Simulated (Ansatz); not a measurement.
Relaxation of AlBH₇NSi (11 atoms, charge 0, multiplicity 1), to a largest force component of 0.02 eV/Å in at most 50 steps.

Theory: UKS B3LYP-D4/6-31G (Ansatz).

```xyz
11
Properties=species:S:1:pos:R:3
N -1.280 1.462 -0.007
B 0.166 1.272 -0.115
Si 0.916 -0.327 0.636
Al 0.069 -2.210 -0.391
H -1.681 1.605 -1.014
H -1.465 2.442 0.456
H 0.888 2.064 -0.656
H 2.441 -0.306 0.418
H 0.677 -0.349 2.135
H 0.926 -3.249 -1.156
H -1.592 -2.460 -0.286
```

Where does it end, and by what steps?

The run converged. Limits of this set-up: no polarisation functions. After 31 steps the energy has fallen by 2.201 eV; H5 moved furthest, 1.92 Å.

| step | energy less start (eV) | largest force component (eV/Å) | accepted |
| --- | --- | --- | --- |
| 0 | 0.0000 | 2.736 | yes |
| 2 | -0.6520 | 1.296 | yes |
| 4 | -1.2119 | 1.906 | yes |
| 6 | -2.0070 | 1.345 | yes |
| 8 | -2.1340 | 0.603 | yes |
| 10 | -2.1701 | 0.061 | yes |
| 12 | -2.1759 | 0.051 | yes |
| 14 | -2.1799 | 0.191 | yes |
| 16 | -2.1831 | 0.108 | yes |
| 18 | -2.1879 | 0.128 | yes |
| 20 | -2.1909 | 0.193 | yes |
| 22 | -2.1981 | 0.047 | yes |
| 24 | -2.1987 | 0.068 | yes |
| 26 | -2.2004 | 0.047 | yes |
| 28 | -2.2008 | 0.059 | yes |
| 30 | -2.2011 | 0.042 | yes |
| 31 | -2.2014 | 0.014 | yes |

```xyz
11
Properties=species:S:1:pos:R:3
N -1.018 1.988 0.102
B 0.138 1.312 -0.296
Si 0.760 -0.358 0.680
Al 0.167 -2.375 -0.600
H -1.575 1.720 0.904
H -1.366 2.808 -0.379
H 0.729 1.720 -1.253
H 2.250 -0.329 0.922
H 0.105 -0.448 2.045
H 1.209 -3.133 -1.566
H -1.334 -2.962 -0.540
```

Whether the end is a true minimum wasn't checked by a vibrational analysis.

Time of the run: 2.7 min on 1 thread of Arm Neoverse V1, with other jobs on the host, peak memory 0.19 GiB.
